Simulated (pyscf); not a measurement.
`[NH2][SiH]([NH2])[NH][SiH3]`, singlet

Gas-phase minimum from PySCF at ωB97X-D3(BJ)/def2-SVP, one conformer. 

```
Si
N 1 1.7271
H 2 1.0139 1 120.17
H 2 1.0142 3 111.70 1 -147.96
N 1 1.7275 2 104.60 3 170.94
H 5 1.0140 1 120.06 2 160.79
H 5 1.0147 6 111.38 1 -149.39
N 1 1.7445 2 104.51 3 44.00
H 8 1.0182 1 114.56 2 41.68
Si 8 1.7351 9 116.35 1 -174.92
H 10 1.4900 8 108.00 9 -177.47
H 1 1.4922 2 119.87 3 -72.39
H 10 1.4960 11 109.06 8 -121.64
H 10 1.4972 11 108.46 13 -115.66
```

Properties at ωB97X-D3(BJ)/def2-SVP:

```yaml
harmonic_wavenumbers_unscaled: 46, 52, 174, 223, 257, 270, 340, 365, 410, 432, 469, 609, 726, 738, 775, 812, 847, 892, 918, 949, 953, 962, 985, 1023, 1205, 1545, 1551, 2217, 2235, 2243, 2272, 3617, 3620, 3624, 3718, 3723 cm⁻¹
zero_point_energy: 65.5 kcal/mol
rotational_symmetry_number: 1
Entropy of this conformer at 298 K and 1 atm, rigid rotor and harmonic oscillator, modes under 100 cm⁻¹ raised to 100: 373.9 J/(mol K)
dipole_moment: 1.63 D
```

Single-point totals, which compare only within one level:

```
level                   total energy (hartree)
----------------------  ----------------------
ωB97X-D3(BJ)/def2-TZVP              -748.98463
PBE/def2-TZVP                       -748.34957
r²SCAN/def2-TZVP                    -748.72008
B3LYP-D3(BJ)/def2-TZVP              -748.93786
PBE0-D3(BJ)/def2-TZVP               -748.43506
M06-2X/def2-TZVP                    -748.75475
ωB97M-D3(BJ)/def2-TZVP              -748.99878
```

The lowest mode is so soft that the shape along it may change with the basis. Soft torsions are taken as harmonic, which can shift the entropy by several J/(mol K).
